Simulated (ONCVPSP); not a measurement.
# Logarithmic derivatives: iron, ONCV

Fe, optimised norm-conserving Vanderbilt (ONCV), made with ONCVPSP 4.0.1 (PBE, non-relativistic). Core [Ne], reference 3s2 3p6 3d7 4s1. Waves: 3s+4s: rc 1.10 bohr, ncon 5, nbas 9, qcut 12.5 1/bohr, 2 projectors; 3p: rc 1.35 bohr, ncon 3, nbas 7, qcut 10.4 1/bohr, 2 projectors, debl 1.7 Ha; 3d: rc 1.85 bohr, ncon 4, nbas 9, qcut 6.8 1/bohr, 2 projectors, debl 1.3 Ha. Local part: polynomial inside 0.85 bohr (lpopt 4, dvloc0 -1 Ha). Core correction: Teter function, fcfact 5.75, rcfact 1.15.

In the p channel the program set the typed energies aside and used -2.024, 0.250 Ha.

The phase is arctan(r·R′/R) of the radial function R(r), unwrapped; energies in Ha, scanned from -5 to 5 Ha. A pole is an energy at which the radial function vanishes at the test radius. The pseudo phase is shifted by a multiple of π to meet the all-electron one at the reference energy, and phase errors are pseudo minus all-electron; the curves can meet again beyond the range given. Levels narrower than the energy grid can be missing from the lists of poles.

```
channel  radius (bohr)  reference energy (Ha)  poles, all-electron  poles, pseudo  unbroken range about the reference energy with phases within 0.05 rad  phase error 1 Ha above the reference energy (rad)
      s           1.12                  -0.15                -1.25          -1.25                                                        the whole range                                             -0.000
      p           1.37                  -2.02                -1.29          -1.29                                                        the whole range                                             -0.000
      d           1.88                  -0.14           0.14, 4.66     0.14, 4.64                                                        the whole range                                             -0.000
```

Phases in the s channel:

| E (Ha) | all-electron | pseudo |
| --- | --- | --- |
| -4.96 | 0.080 | 0.080 |
| -4.48 | -0.434 | -0.434 |
| -4.00 | -0.857 | -0.857 |
| -3.52 | -1.124 | -1.124 |
| -3.04 | -1.288 | -1.288 |
| -2.56 | -1.397 | -1.397 |
| -2.08 | -1.475 | -1.475 |
| -1.60 | -1.535 | -1.535 |
| -1.12 | -1.583 | -1.583 |
| -0.64 | -1.625 | -1.625 |
| -0.16 | -1.663 | -1.663 |
| 0.32 | -1.698 | -1.698 |
| 0.80 | -1.734 | -1.734 |
| 1.28 | -1.770 | -1.770 |
| 1.76 | -1.809 | -1.809 |
| 2.24 | -1.852 | -1.852 |
| 2.72 | -1.903 | -1.903 |
| 3.20 | -1.963 | -1.964 |
| 3.68 | -2.040 | -2.040 |
| 4.16 | -2.140 | -2.141 |
| 4.64 | -2.278 | -2.280 |
